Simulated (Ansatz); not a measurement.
Two isomers of C2H7NSi: A = `C=N[SiH2]C`, B = `C=C(N)[SiH3]`.

Gas-phase electronic energies from Ansatz, PBE0-D4/def2-TZVP geometries. CBS: MP2 limit from def2 TZ/QZ plus the TZ coupled-cluster correction, frozen cores. DFT in def2-TZVPP. B3LYP here is the variant with VWN-RPA as its local correlation; programs differ in this. One conformer a species, not always the lowest.

A:

```xyz
11

C     0.533   -1.595   -1.430
N    -0.141   -1.220   -0.438
Si   -0.594    0.441   -0.138
C     0.061    0.949    1.529
H     0.790   -2.654   -1.558
H     0.904   -0.920   -2.218
H    -0.063    1.342   -1.210
H    -2.079    0.495   -0.160
H    -0.314    0.281    2.307
H    -0.250    1.968    1.771
H     1.153    0.913    1.545
```

B:

Z-matrix (Å, degrees):
```
Si
C 1 1.873
H 1 1.491 2 109.5
H 1 1.487 2 111.1 3 118.3
H 1 1.483 2 109.2 3 -120.2
N 2 1.386 1 116.8 3 -53.8
C 2 1.339 1 119.2 3 130.9
H 6 1.007 2 116.5 1 34.0
H 6 1.009 2 115.9 1 169.6
H 7 1.081 2 120.9 1 -0.8
H 7 1.088 2 122.0 1 178.2
```

Problem. Which isomer does CCSD(T)/CBS put lower? Give the gap. (Best estimate.)

Solution. Computed: A, by 17.3 kcal/mol.

Problem. Give E(B) − E(A) in kcal/mol with B3LYP, B2PLYP, r2SCAN-D4, BLYP-D4, MP2/def2-TZVPP, ωB97M-V, LDA (SPW92). (Best estimate.)

Solution. The calculation gave: B3LYP 17.0, B2PLYP 17.7, r2SCAN-D4 16.0, BLYP-D4 16.1, MP2/def2-TZVPP 17.9, ωB97M-V 17.2, LDA (SPW92) 10.4. None reverses the order clearly.

Problem. Does the order hold for the free energy at 298.15 K (harmonic terms from PBE0-D4)? (Estimate.)

Solution. Computed: Yes: G(B) − G(A) = +17.5 kcal/mol, for one conformer each.

Largest T1 diagnostic: 0.012.

Leaving LDA and LC-ωPBE aside and taking each functional with its dispersion term where it has one, the values, not all of them listed here, spread over 3.8 kcal/mol, from PBE-D4 to B97M-V. LDA lies −4.1 kcal/mol from PBE without D4. From BLYP to BHLYP (50 % exact exchange), in def2-TZVPP and without D4, E(B) − E(A) moves by +1.0 kcal/mol.
